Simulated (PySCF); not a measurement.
## Zr+ (zirconium, charge +1) across methods

[Kr] 4d2 5s1, high-spin 4F determinant. Calculation: PySCF 2.14, in aug-cc-pwCVTZ-DK with one added diffuse shell each of s, p, d, f, g type (12s11p9d5f4g, 161 functions); the spin-free X2C one-electron Hamiltonian (Gaussian nucleus).

```json
{"method": "r2SCAN", "E (hartree)": "-3597.91", "mean ε 4p β (eV)": "-39.052", "mean ε 4d α (eV)": "-11.301", "mean ε 5s α (eV)": "-10.554", "Σ⟨r²⟩ (bohr²)": "44.59", "⟨S²⟩": "3.752"}
{"method": "PBE0", "E (hartree)": "-3597.61", "mean ε 4p β (eV)": "-40.434", "mean ε 4d α (eV)": "-12.222", "mean ε 5s α (eV)": "-11.041", "Σ⟨r²⟩ (bohr²)": "44.60", "⟨S²⟩": "3.752"}
{"method": "PBE", "E (hartree)": "-3597.53", "mean ε 4p β (eV)": "-38.278", "mean ε 4d α (eV)": "-10.960", "mean ε 5s α (eV)": "-10.444", "Σ⟨r²⟩ (bohr²)": "44.69", "⟨S²⟩": "3.751"}
{"method": "LDA", "E (hartree)": "-3593.45", "mean ε 4p β (eV)": "-38.501", "mean ε 4d α (eV)": "-10.880", "mean ε 5s α (eV)": "-10.690", "Σ⟨r²⟩ (bohr²)": "44.55", "⟨S²⟩": "3.750"}
```

Problem. Estimate the same row for UHF.

Solution. E (hartree) = -3595.90204; mean ε 4p β (eV) = -45.723; mean ε 4d α (eV) = -15.475; mean ε 5s α (eV) = -12.428; Σ⟨r²⟩ (bohr²) = 45.32; ⟨S²⟩ = 3.756.
